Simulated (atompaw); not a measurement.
## Logarithmic derivatives: Ni, PAW (atompaw)

Ni, PAW, made with atompaw 4.2.0.5 (PBE, scalar-relativistic). Core [Ne], reference 3s2 3p6 3d8 4s0 4p0 (charge +2). Waves: 3s (bound): rc 0.90 bohr; 4s (bound, empty): rc 1.35 bohr; 3p (bound): rc 1.00 bohr; 4p (bound, empty): rc 1.35 bohr; 3d (bound): rc 1.35 bohr; 3d channel at 0.45 Ry: rc 1.35 bohr. Local part: troulliermartins scheme with l = 3 at 0 Ry, radius 1.00 bohr. Core correction: smooth core density matched at 1.05 bohr. Augmentation charge: besselshape compensation charge, radius 1.00 bohr; PAW radius 1.35 bohr; waves and projectors: custom polynom vanderbiltortho.

The phase is arctan(r·u′/u) with u = r·R(r), unwrapped; energies in Ry, scanned from -12 to 5 Ry. A pole is an energy at which the radial function vanishes at the test radius. The pseudo phase is shifted by a multiple of π to meet the all-electron one at the reference energy, and phase errors are pseudo minus all-electron; the curves can meet again beyond the range given. Levels narrower than the energy grid can be missing from the lists of poles.

```tsv
channel	radius (bohr)	reference energy (Ry)	poles, all-electron	poles, pseudo	unbroken range about the reference energy with phases within 0.05 rad	phase error 1 Ry above the reference energy (rad)
s	1.35	-1.59	-8.79	-8.79	below 3.2	-0.000
p	1.35	-1.10	-5.63	-5.64	below 3.0	-0.000
d	1.35	-2.08	-0.56	-0.56	the whole range	+0.000
```

Phases in the p channel:

```tsv
E (Ry)	all-electron	pseudo
-12.00	1.286	1.283
-11.76	1.279	1.276
-11.52	1.271	1.269
-11.28	1.263	1.261
-11.04	1.254	1.252
-10.80	1.244	1.241
-10.56	1.232	1.230
-10.32	1.220	1.217
-10.08	1.205	1.202
-9.84	1.187	1.185
-9.60	1.167	1.164
-9.36	1.142	1.139
-9.12	1.112	1.109
-8.88	1.073	1.070
-8.64	1.022	1.018
-8.40	0.951	0.948
-8.16	0.849	0.845
-7.92	0.688	0.684
-7.68	0.421	0.416
-7.44	-0.012	-0.016
-7.20	-0.538	-0.540
-6.96	-0.942	-0.942
-6.72	-1.186	-1.186
-6.48	-1.335	-1.335
-6.24	-1.432	-1.432
-6.00	-1.499	-1.500
-5.76	-1.549	-1.550
-5.52	-1.588	-1.589
-5.28	-1.619	-1.620
-5.04	-1.645	-1.646
-4.80	-1.667	-1.668
-4.56	-1.687	-1.688
-4.32	-1.704	-1.705
-4.08	-1.720	-1.721
-3.84	-1.735	-1.735
-3.60	-1.748	-1.749
-3.36	-1.761	-1.762
-3.12	-1.774	-1.774
-2.88	-1.786	-1.787
-2.64	-1.798	-1.799
-2.40	-1.810	-1.811
-2.16	-1.823	-1.823
-1.92	-1.835	-1.835
-1.68	-1.847	-1.847
-1.44	-1.860	-1.860
-1.20	-1.873	-1.873
-0.96	-1.887	-1.887
-0.72	-1.901	-1.901
-0.48	-1.917	-1.917
-0.24	-1.933	-1.933
0.00	-1.950	-1.950
0.24	-1.968	-1.969
0.48	-1.988	-1.990
0.72	-2.010	-2.012
0.96	-2.033	-2.036
1.20	-2.059	-2.063
1.44	-2.088	-2.094
1.68	-2.119	-2.127
1.92	-2.155	-2.166
2.16	-2.194	-2.210
2.40	-2.239	-2.261
2.64	-2.290	-2.320
2.88	-2.348	-2.388
3.12	-2.415	-2.470
3.36	-2.492	-2.565
3.60	-2.580	-2.678
3.84	-2.680	-2.810
4.08	-2.794	-2.960
4.32	-2.920	-3.125
4.56	-3.057	-3.298
4.80	-3.200	-3.470
```
